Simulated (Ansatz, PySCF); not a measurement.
Isomers of CH6InN: 1 is [CH3][InH][NH2], 2 is C[NH][InH2]; one conformer of each (the lowest of an xTB search), B3LYP-D3(BJ)/def2-TZVP minima.
Isomer 1 (charge 0, multiplicity 1):
```xyz
9

C      1.60776    -0.26018     0.23328
In    -0.20905     0.73979    -0.38335
N     -1.91223    -0.29061     0.01569
H      1.37277    -1.24939     0.62286
H      2.10723     0.31929     1.00963
H      2.28946    -0.35983    -0.61094
H     -0.47595     2.25645    -1.15488
H     -1.93920    -1.19104     0.46694
H     -2.84078     0.03553    -0.19923
```
Isomer 2 (charge 0, multiplicity 1):
```xyz
9

C     -1.319     0.269    -0.043
N     -0.144    -0.563     0.142
In     1.805    -0.033    -0.025
H     -1.018     1.286    -0.300
H     -1.964    -0.092    -0.854
H     -1.934     0.334     0.863
H     -0.377    -1.515     0.383
H      2.034     1.618    -0.438
H      2.918    -1.305     0.272
```

No zero-point or thermal terms.

Rows in 3-21G carry no dispersion term and start afresh at each structure; the Pople sets are all-electron and without relativity.

Programs: Ansatz (Gaussian orbitals); PySCF for 3-21G rows, the dispersion terms. Values without a source in brackets are computed. In def2 rows elements past Kr take small-core potentials, without spin–orbit coupling.

### Question
What electronic energy of isomer 2 less that of isomer 1 does PBE/def2-TZVPP give?

### Answer
0.63 eV

Ansatz is a quantum-chemistry and plane-wave program.
